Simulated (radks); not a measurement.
Values are calculated unless marked as measured or tabulated.
Spin polarisation of the 4f9 shell in Tb. Start: [Xe] 4f(up 4.5, down 4.5) 6s2; electrons of 4f are moved from spin down to spin up, other shells keep equal spins. Level of theory: scalar-relativistic Kohn-Sham, LDA (Slater exchange, Perdew-Wang correlation), spin-polarised, spherical densities, finite nucleus; Fermi nuclear charge, rms radius of each element as measured or else 0.836 A^(1/3) + 0.57 fm (a radial shooting solver on a logarithmic mesh with Libxc functionals).

| moment (Bohr magnetons) | E - E(0) (eV) | e(4f up) (eV) | e(4f down) (eV) | 6s down minus up (eV) |
|---|---|---|---|---|
| 0 | 0.000 | -3.242 | -3.242 | 0.000 |
| 1 | -0.172 | -3.573 | -2.885 | 0.030 |
| 2 | -0.688 | -3.876 | -2.501 | 0.060 |
| 3 | -1.547 | -4.150 | -2.091 | 0.091 |
| 4 | -2.748 | -4.393 | -1.653 | 0.123 |
| 5 | -4.288 | -4.603 | -1.187 | 0.155 |

At moment 5 the spin-polarisation energy is -4.288 eV and the 4f exchange splitting 3.417 eV, that is 0.683 eV per Bohr magneton; E = -I m^2/4 would give I = 0.686 eV.
